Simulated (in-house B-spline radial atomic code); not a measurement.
Values are calculated unless marked as measured or tabulated.
# C6 from the polarisability at imaginary frequency: K II (K+)

B3LYP (VWN-RPA) linear response of the closed shell [Ne] 3s2 3p6, from a B-spline radial code for spherical atoms; non-relativistic, point nucleus, no spin-orbit coupling.

The dispersion coefficient of two like species is C6 = (3/π) ∫ α(iu)² du from 0 to ∞.

```tsv
u (hartree)	α(iu) (bohr³)
0	5.667
0.0849	5.622
0.198	5.432
0.339	5.037
0.566	4.231
0.849	3.26
1.27	2.198
1.98	1.23
2.83	0.7149
4.24	0.3719
7.07	0.161
14.1	0.05276
```

Q: Fit one oscillator, α(iu) = α(0)/(1 + u²/ω²), through u = 0.849 and estimate C6.

A: From α(0)/α(iu) − 1 = 5.667/3.26 − 1 = 0.7383, ω = u/√0.7383 = 0.9880 hartree (26.9 eV). London's formula gives C6 = (3/4) α(0)² ω = 0.75 × 5.667² × 0.9880 = 23.8 hartree·bohr⁶, and the oscillator holds f = α(0) ω² = 5.53 electrons, of a sum of oscillator strengths of 18.0.

Q: How does that compare with the full integral?

A: The program's quadrature over all excitations gives C6 = 24.27, so the single oscillator is off by -1.9 %. At the last point the fit gives α = 0.0277 against 0.0528: higher excitations, and deeper shells where there are any, keep the true curve higher at large u.
